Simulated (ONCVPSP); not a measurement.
# Pseudopotential generation for Zn (Z = 30): ONCV, LDA (Perdew-Wang 92), scalar-relativistic.

ONCVPSP 4.0.1 input, shortened (lines: element, Z, core and valence counts, functional; n l f; lmax; l rc ep ncon nbas qcut; lloc lpopt rc5 dvloc0; l nproj debl; icmod fcfact rcfact), LDA (Perdew-Wang 92), scalar-relativistic:

```
  Zn 30.00    3    4  -001012      upf
    1    0    2.00
    2    0    2.00
    2    1    6.00
    3    0    2.00
    3    1    6.00
    3    2   10.00
    4    0    1.50
    2
    0    1.25    0.00    4    8    8.90
    1    0.70    0.00    3    6   13.20
    2    0.85    0.00    3    7   19.30
    4    1    0.65    2.00
    0    2    1.10
    1    2    0.60
    2    2    2.70
    1    0.40    0.00
```

In the p channel the program set the typed energies aside and used -3.231, 0.250 Ha.

(1) Estimate the cutoffs (Ha) at which the residual kinetic energy of the hardest occupied pseudo-wave falls to 1 and 0.1 mHa per electron.

(2) Does the potential have ghost states?

(3) Tests: 3s2 3p6 3d10 4s2; 3s2 3p6 3d10 4s1; 3s2 3p6 3d10 4s0; 3s2 3p6 3d9 4s2 4p1. Which has the largest error in its energy relative to the reference configuration, and how large is it?

Answers

(1) 134 Ha and 194 Ha.

(2) No bound ghost flagged; no localised positive-energy state flagged.

(3) 3s2 3p6 3d9 4s2 4p1, with +5.4 meV (all-electron minus pseudo) on +8.29 eV.
